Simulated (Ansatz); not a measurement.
Geometry optimisation, Ansatz, RKS B3LYP-D4/def2-SVP.

Input:

```yaml
crystal:
  periodic: [false, false, false]
  atoms:
    - { symbol: Ge, position_ang: [0.507984, 0.248387, -0.190208] }
    - { symbol: H, position_ang: [-0.969502, 0.321133, 2.135387] }
    - { symbol: Cl, position_ang: [1.755326, 0.210042, -1.982966] }
    - { symbol: H, position_ang: [-0.820468, 0.920827, -0.547715] }
    - { symbol: H, position_ang: [0.398144, -1.207103, 0.291383] }
    - { symbol: O, position_ang: [1.340577, 1.284167, 0.987348] }
    - { symbol: H, position_ang: [2.296559, 1.304072, 0.843491] }
    - { symbol: H, position_ang: [-0.377819, 0.707275, 2.26208] }
basis:
  gaussian: { orbitals: def2-SVP }
hamiltonian:
  xc: b3lyp
  dispersion: d4
relax:
  f_tol: 0.03
  max_steps: 50
```

Command:

```bash
$ ansatz run input.yaml --threads 2 --pin off --max-ram 3072MiB --backend cpu --events-out ev --progress --plain --runs-dir out
```

Q: Where does it end, and by what steps?

A: It converged. After 20 steps the energy has fallen by 0.147 eV; H2 moved furthest, 1.48 Å.

```tsv
step	energy less start (eV)	largest force component (eV/Å)	accepted
0	0.0000	1.532	yes
1	-0.0860	0.080	yes
2	-0.1062	0.138	yes
3	-0.0984	0.921	no
4	-0.1150	0.096	yes
5	-0.1206	0.279	yes
6	-0.1264	0.120	yes
7	-0.1294	0.168	yes
8	-0.1262	0.564	no
9	-0.1336	0.033	yes
10	-0.1350	0.178	yes
11	-0.1368	0.206	yes
12	-0.1393	0.130	yes
13	-0.1413	0.110	yes
14	-0.1432	0.094	yes
15	-0.1441	0.135	yes
16	-0.1450	0.117	yes
17	-0.1461	0.069	yes
18	-0.1465	0.037	yes
19	-0.1464	0.044	no
20	-0.1467	0.014	yes
```

```xyz
8
Properties=species:S:1:pos:R:3
Ge 0.608 0.136 -0.706
H -0.785 0.850 3.507
Cl 2.242 0.508 -2.099
H -0.696 0.665 -1.308
H 0.637 -1.370 -0.391
O 0.868 1.113 0.759
H 1.705 0.928 1.205
H -0.448 0.958 2.831
```

Whether the end is a true minimum wasn't checked by a vibrational analysis.

The run took 40 s on 2 threads of Arm Neoverse V2, with other jobs on the host, peak memory 0.18 GiB.
